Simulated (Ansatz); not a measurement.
Consider the formal exchange of groups at the Se–Ge bond: `[F][Ge]([F])([Cl])[SeH]` + `C=O` → `O=C[SeH]` + `[F][GeH]([F])[Cl]`.

Program: Ansatz. Geometries: PBE0-D4/def2-TZVP. ΔE: electronic, gas phase. CBS: MP2 limit from def2 TZ/QZ plus the TZ coupled-cluster correction, frozen cores. This one scheme is used for every species. Functionals use def2-TZVPP. B3LYP here is the variant with VWN-RPA as its local correlation; programs differ in this. HSE06 is defined as in plane-wave codes. For Ge, Se outer-core shells are correlated without core-valence functions, which leaves a few kJ/mol of doubt a bond. Scalar relativity is left out up to krypton. One conformer a species, not always the lowest.

`[F][Ge]([F])([Cl])[SeH]`:

```xyz
6

F    -2.070   -0.360   -0.114
Ge   -0.444    0.181   -0.115
F    -0.487    1.723    0.633
Cl    0.162    0.518   -2.112
Se    0.800   -1.363    1.068
H     2.039   -0.699    0.640
```

`C=O`:

Cartesian coordinates in Å:
```
C 0.001 0.002 -0.004
O -0.287 -0.528 1.028
H 0.272 1.076 -0.058
H 0.013 -0.550 -0.966
```

`O=C[SeH]`:

Cartesian coordinates in Å:
```
O -0.956 1.451 -0.381
C -0.157 0.585 -0.222
Se -0.570 -1.075 0.666
H 0.893 0.644 -0.563
H 0.790 -1.604 0.500
```

`[F][GeH]([F])[Cl]`:

Z-matrix (Å, degrees):
```
Ge
F 1 1.713
Cl 1 2.109 2 107.8
F 1 1.713 2 105.2 3 -114.9
H 1 1.520 2 110.6 3 125.7
```

Is it downhill or uphill in electronic energy at CCSD(T)/CBS, and by how much? (An estimate is asked.)

Computed: Uphill: ΔE = +57.7 kJ/mol.

What do these levels give: PBE-D4, BLYP-D4, B3LYP-D4, HSE06-D4, ωB97X-V, ωB97M-V, B2PLYP, PBE-QIDH, PBE, BHLYP, MP2/def2-QZVPP, SCS-MP2/def2-QZVPP? (Best estimate.)

The calculation gave: PBE-D4 39.7, BLYP-D4 41.9, B3LYP-D4 50.4, HSE06-D4 50.2, ωB97X-V 54.6, ωB97M-V 56.0, B2PLYP 49.6, PBE-QIDH 55.0, PBE 36.4, BHLYP 55.5, MP2/def2-QZVPP 57.2, SCS-MP2/def2-QZVPP 57.2 kJ/mol.

Largest T1 diagnostic among the species: 0.015.

In def2-TZVPP, CCSD(T) changes the Hartree–Fock value by −9.7 kJ/mol (the triples alone add −3.2 kJ/mol) and MP2 by −9.1 kJ/mol. Leaving LDA and LC-ωPBE aside and taking each functional with its dispersion term where it has one, the values, not all of them listed here, spread over 22.5 kJ/mol, from PBE-D4 to BHLYP-D4. LDA lies −6.4 kJ/mol from PBE without D4.
